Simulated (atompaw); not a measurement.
## Reading a pseudo-wave (silver)

Columns: radius, all-electron u(r) and pseudo u(r) of the 5p shell (level -0.74 eV) of silver in the configuration [Ar] 3d10 4s2 4p6 4d10 5s1 5p0; PBE, scalar-relativistic, PAW (atompaw) scheme, atompaw 4.2.0.5.

```tsv
r (bohr)	all-electron	pseudo
0.063	-0.0584	-0.0010
0.127	-0.0141	-0.0040
0.190	0.0558	-0.0088
0.254	0.0882	-0.0151
0.317	0.0774	-0.0224
0.381	0.0394	-0.0304
0.444	-0.0085	-0.0384
0.508	-0.0559	-0.0461
0.571	-0.0947	-0.0528
0.635	-0.1232	-0.0582
0.698	-0.1399	-0.0617
0.762	-0.1462	-0.0630
0.825	-0.1432	-0.0617
0.888	-0.1328	-0.0578
0.952	-0.1165	-0.0508
1.015	-0.0961	-0.0411
1.079	-0.0724	-0.0284
1.142	-0.0473	-0.0135
1.206	-0.0206	0.0039
1.269	0.0060	0.0227
1.333	0.0330	0.0433
1.396	0.0591	0.0647
1.460	0.0849	0.0872
1.523	0.1094	0.1100
1.587	0.1333	0.1333
1.650	0.1557	0.1557
```

Task: How many radial nodes do the two functions have?

Result: The all-electron 5p function has n − l − 1 = 3; the pseudo-wave has 1, since 1 lower shell of the same l stays in the valence.

Task: Is the pseudo-wave norm-conserving?

Result: No, it belongs to a PAW set: the norm inside the radius is not constrained, and the difference is carried by the augmentation charge.
